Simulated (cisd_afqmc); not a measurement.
Input (AFQMC/CISD/def2-SVP; cisd_afqmc is a phaseless AFQMC code with CISD trial states that reads the integrals written by Ansatz):

Ansatz 0.2 input:
```python
import cisd_afqmc

open("ham.yaml", "w").write("""\
crystal:
  periodic: [false, false, false]
  atoms:
    - {symbol: Sn, position_ang: [0.00000000, 0.00000000, 0.00000000]}
    - {symbol: H, position_ang: [-1.12928612, 1.16103262, -0.54381784]}
    - {symbol: H, position_ang: [0.26993956, -1.15254676, -1.23198634]}
    - {symbol: H, position_ang: [-0.61307219, -0.78386854, 1.38878160]}
    - {symbol: H, position_ang: [1.47241875, 0.77538268, 0.38702257]}
basis:
  gaussian:
    orbitals: def2-SVP
magnetization: {spin_polarized: false}
correlation: {method: ccsd, electrons: outside_noble_gas, hamiltonian_folder: ham}
""")
rep = cisd_afqmc.ansatz("ham.yaml")
e_ccsd = rep["correlation"]["coupled_cluster"]["energy"]["hartree"]
out = cisd_afqmc.run("ham", e_ccsd, trial="CISD", walkers=200, populations=8, threads=8, dt=0.005, steps=40, early=36, settle=10, least=32,
    cut=5e-5, rank_cut=2e-4, target=0.0004, seconds=1500, seed=1, memory=17280, gpu=False)
```

Output:

```
orbitals 37, occupied [4], factors 206 of 546, rank of the doubles 55 of 132
E(HF) = -215.633154
E(CCSD) on the cut factors = -215.763930, shift to the whole factors -0.000018
Energy of the trial state on the determinant = -215.763798
  tau behind 10.8 of longer steps, mean of the populations' last blocks
   2.0  -215.76672
   4.0  -215.76655
   6.0  -215.76660
   8.0  -215.76678
blocks 382 (2 outliers left out), error by blocks joined: 1: 0.00003, 2: 0.00004, 4: 0.00005, 8: 0.00005, 16: 0.00007
E(AFQMC/CISD) = -215.76664 +/- 0.00007
```

The error still grows at the longest joins of blocks, or few joins were possible, so the printed bar may be too narrow.
